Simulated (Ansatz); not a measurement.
The same path of ClH3O3Si + H2O (11 atoms, charge 0, multiplicity 1) was run twice with different band settings. Lost on the way: Si1–Cl2, O9–H11. Made: Si1–O9, Cl2–H11.

All numbers below come from RKS BLYP-D4/def2-SVP (Ansatz 0.2.0).

Relaxed end points:

```xyz
11
Properties=species:S:1:pos:R:3
Si -0.279 -0.285 0.072
Cl -0.535 -0.142 2.140
O 1.373 -0.421 -0.133
H 1.674 -0.178 -1.031
O -0.814 1.019 -0.790
H -1.765 1.026 -1.003
O -1.146 -1.606 -0.454
H -1.128 -2.390 0.126
O 1.818 2.124 1.241
H 2.043 1.217 0.945
H 1.267 1.935 2.026
```

```xyz
11
Properties=species:S:1:pos:R:3
Si 0.268 0.305 -0.325
Cl -0.625 -0.076 3.228
O 1.433 -0.004 -1.474
H 1.708 -0.939 -1.508
O -0.883 1.362 -0.880
H -1.515 0.984 -1.518
O -0.324 -1.159 0.189
H -0.655 -1.159 1.115
O 0.965 1.158 0.968
H 1.938 1.221 0.919
H 0.200 0.607 2.424
```

Common settings: movable images 5; climbing image yes; spring 5.0 eV/Å²; optimiser quadratic models (default); start path through a guess of the saddle point; iteration limit 60; end points relaxed.

| run | force threshold |
| --- | --- |
| 1 | 0.05 eV/Å |
| 2 | 0.2 eV/Å |

(1) What does each run give, and how far can it be trusted?

Answers

(1) Run 1: converged after 51 iterations, highest image 0.444 eV above the first end. A vibrational analysis at the climbing image gives one clearly imaginary mode, 77i cm⁻¹: a first-order saddle point.
Run 2: converged after 14 iterations, highest image 0.613 eV above the first end. The threshold of 0.2 eV/Å is loose, so the images may lie well off the minimum-energy path. The order of the stationary point at the top wasn't checked.
The orbitals stay closed-shell, which can raise the energy where a bond breaks towards radicals; this wasn't checked here.
